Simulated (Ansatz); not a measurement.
Mulliken charges of `[Cl][Ga-]([Cl])([Cl])[AsH3+]` from r2SCAN/def2-TZVPP in Ansatz (PBE0-D4/def2-TZVP geometry).

```json
{"atom": "Cl1", "x (Å)": "-0.562", "y (Å)": "-1.964", "z (Å)": "1.892", "charge (e)": "-0.290"}
{"atom": "Ga2", "x (Å)": "0.447", "y (Å)": "-1.364", "z (Å)": "0.090", "charge (e)": "0.622"}
{"atom": "Cl3", "x (Å)": "2.572", "y (Å)": "-1.066", "z (Å)": "0.217", "charge (e)": "-0.291"}
{"atom": "Cl4", "x (Å)": "-0.319", "y (Å)": "-2.143", "z (Å)": "-1.762", "charge (e)": "-0.291"}
{"atom": "As5", "x (Å)": "-0.350", "y (Å)": "1.112", "z (Å)": "-0.086", "charge (e)": "0.126"}
{"atom": "H6", "x (Å)": "-1.279", "y (Å)": "1.643", "z (Å)": "0.971", "charge (e)": "0.041"}
{"atom": "H7", "x (Å)": "0.694", "y (Å)": "2.194", "z (Å)": "-0.063", "charge (e)": "0.041"}
{"atom": "H8", "x (Å)": "-1.110", "y (Å)": "1.530", "z (Å)": "-1.315", "charge (e)": "0.041"}
```

By hand: the dipole of these point charges (1 e Å = 4.8032 D).

Σ q r = (-0.328, 1.015, -0.071) e Å, of length 1.069 e Å = 5.13 D.

How does the dipole of the full density compare? (Estimate.)

The calculation gave: (-0.367, 1.137, -0.081) e Å, 5.75 D; the point charges give 0.89 times that, at 0° from its direction.

Point charges leave out the atoms' own dipoles, such as those of lone pairs, and Mulliken's split depends on the basis, so the close match here is no proof of good charges.
